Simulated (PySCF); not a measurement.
**Assigning NMR signals**

Cartesian coordinates in Å; atom numbers follow the order of the lines, from 1:
```xyz
15

C    -2.017    0.732    0.736
Si   -0.913    0.812   -0.809
C    -0.072   -0.854   -1.081
C     1.061   -1.284   -0.528
Si    2.155   -0.351    0.687
H    -2.572    1.657    0.864
H    -2.739   -0.077    0.672
H    -1.427    0.574    1.634
H    -1.747    1.086   -1.990
H     0.082    1.881   -0.657
H    -0.585   -1.522   -1.770
H     1.411   -2.278   -0.797
H     3.087   -1.314    1.285
H     1.356    0.263    1.750
H     2.917    0.685   -0.017
```

Computed data (PySCF 2.14.0 with density-fitted response routines): geometry: GFN2-xTB, NMR shieldings at PBE0/pcSseg-1/GIAO. One averaged value for each set of equivalent atoms, non-relativistic, gas phase, one conformer.

References, each an isolated molecule treated in the same way: 13C (186.93 ppm) and 1H (31.72 ppm) vs TMS.

**Question.** Assign these signals to the numbered atoms. 13C{1H} NMR (computed): δ 159.7 (CH), 150.4 (CH), -6.1 (CH3).

**Answer.** 
159.7 → C3, alkene CH: the olefinic region
150.4 → C4, alkene CH
-6.1 → C1, methyl carbon bonded to Si: an electropositive neighbour leaves it electron-rich and shielded

**Question.** Assign these signals to the numbered atoms. 1H NMR (500 MHz, computed): δ 7.55 (m, 1H), 7.29 (m, 1H), 4.44 (m, 2H), 4.19 (d, 3H), 0.25 (t, 3H).

**Answer.** 
7.55 → H11, hydrogen on an alkene CH: attached to an sp2 carbon and in the plane of the double bond
7.29 → H12, hydrogen on an alkene CH
4.44 → H9/H10, hydrogen on a silicon bonded to 2 C
4.19 → H13/H14/H15, hydrogen on a silicon bonded to C
0.25 → H6/H7/H8, hydrogen on a methyl carbon bonded to Si: an electropositive neighbour shields it, as in TMS itself

Shifts are as computed. Against solution values, carbons near 30 ppm lie about +3 ppm off and those near 130 ppm about +5 ppm. Of 1211 compounds with measured shifts, 218 miss one by over three times the rms of a fit or turn the order of signals round; such compounds aren't used in these exercises. No couplings were computed; multiplicities are counted from neighbouring protons, with m where these are inequivalent, close in shift, in a saturated or five-membered ring or joined by F or P, and br s for small geminal =CH2 splittings.
